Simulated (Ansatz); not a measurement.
FH₅O₂SiSn, SMILES `[OH][SnH]([F])[O][SiH3]`. The species carries charge 0 and has multiplicity 1. Sn: def2 effective core potential. All single points use the PBE0-D4/def2-TZVP geometry. It is one conformer, not always the lowest.

```xyz
10

O     0.192   -2.377    0.238
Sn    1.124   -0.897   -0.595
F     0.357   -0.720   -2.338
O     0.649    0.756    0.287
Si   -0.761    1.508    0.655
H    -0.757   -2.368    0.083
H     2.790   -1.118   -0.651
H    -1.913    0.578    0.472
H    -0.721    1.950    2.072
H    -0.960    2.689   -0.223
```

What is the dipole moment at B3LYP/def2-TZVPP? (Estimate.)

The calculation gave: 1.18 D, with components (0.83, -0.39, 0.74) D in this frame, pointing from negative to positive charge.

And with PBE, r2SCAN, ωB97M-V? (Best estimate.)

Computed: PBE 1.15 D, r2SCAN 1.20 D, ωB97M-V 1.20 D.

Give the Mulliken charges with B3LYP, r2SCAN, PBE in def2-TZVPP. (An estimate is asked.)

The calculation gave: 
```
atom  B3LYP  r2SCAN    PBE
  O1  -0.53   -0.55  -0.49
 Sn2   1.30    1.29   1.17
  F3  -0.48   -0.48  -0.44
  O4  -0.60   -0.61  -0.52
 Si5   0.45    0.48   0.37
  H6   0.19    0.21   0.19
  H7  -0.09   -0.08  -0.08
  H8  -0.09   -0.10  -0.08
  H9  -0.08   -0.08  -0.06
 H10  -0.07   -0.08  -0.06
```

B3LYP here is the variant with VWN-RPA as its local correlation; programs differ in this.
